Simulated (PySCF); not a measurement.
Molecule: `InChI=1S/C4H9ClO2S/c1-4(2,3)8(5,6)7/h1-3H3`.

Geometry:
| atom | x (Å) | y (Å) | z (Å) |
| --- | --- | --- | --- |
| C1 | 4.291 | 2.793 | 4.859 |
| C2 | 4.245 | 3.328 | 3.437 |
| C3 | 2.898 | 3.054 | 2.767 |
| C4 | 5.409 | 2.859 | 2.579 |
| S5 | 4.296 | 5.167 | 3.519 |
| O6 | 4.371 | 5.709 | 2.177 |
| O7 | 3.305 | 5.640 | 4.464 |
| Cl8 | 6.181 | 5.510 | 4.419 |
| H9 | 4.199 | 1.697 | 4.822 |
| H10 | 3.463 | 3.194 | 5.460 |
| H11 | 5.240 | 3.043 | 5.352 |
| H12 | 2.771 | 1.964 | 2.682 |
| H13 | 2.857 | 3.488 | 1.758 |
| H14 | 2.066 | 3.454 | 3.362 |
| H15 | 5.338 | 1.767 | 2.462 |
| H16 | 6.374 | 3.095 | 3.048 |
| H17 | 5.377 | 3.321 | 1.583 |

Geometry PBE0-D3(BJ)/def2-SVP throughout; GIAO in PySCF 2.14.0 with density-fitted response routines, gas phase, one conformer, non-relativistic; equivalent atoms averaged; functional PBE0.

Problem. How do the absolute shieldings σ depend on the basis set? (ppm; last column core-seconds on 1 thread of an Arm Neoverse V1, shared host)

Solution. 
```csv
basis set,functions,C2,C1/C3/C4,S5,O6/O7,Cl8,H9/H10/H11/H12/H13/H14/H15/H16/H17,core-s
STO-3G,57,175.9,210.0,597.1,46.1,791.3,31.17,7.3
6-31G,98,114.2,174.3,128.2,-9.9,338.6,30.87,15
6-31G*,138,119.2,170.8,143.4,52.1,423.8,30.56,20
pcSseg-1,195,103.4,159.2,82.8,18.3,376.6,29.79,31
"6-311+G(2d,p)",286,104.5,161.9,77.4,26.9,376.3,29.97,58
```

Problem. Which nucleus moves most, in ppm?

Solution. S5 (sulfonyl sulfur): from 77.4 ppm with 6-311+G(2d,p) to 597.1 ppm with STO-3G. The smallest spread is 1.38 ppm, at H9/H10/H11/H12/H13/H14/H15/H16/H17. Proton shifts span only some 12 ppm, so a few tenths of a ppm matter as much there as several ppm in carbon.

Problem. Taking the largest basis, 6-311+G(2d,p) (286 functions), as the yardstick, rank the others by their worst heavy-atom deviation.

Solution. pcSseg-1 8.6 ppm (195 functions), 6-31G 50.8 ppm (98 functions), 6-31G* 65.9 ppm (138 functions), STO-3G 519.6 ppm (57 functions).

A small basis that lands close on one nucleus may do so by chance; judge by the trend and by all nuclei.
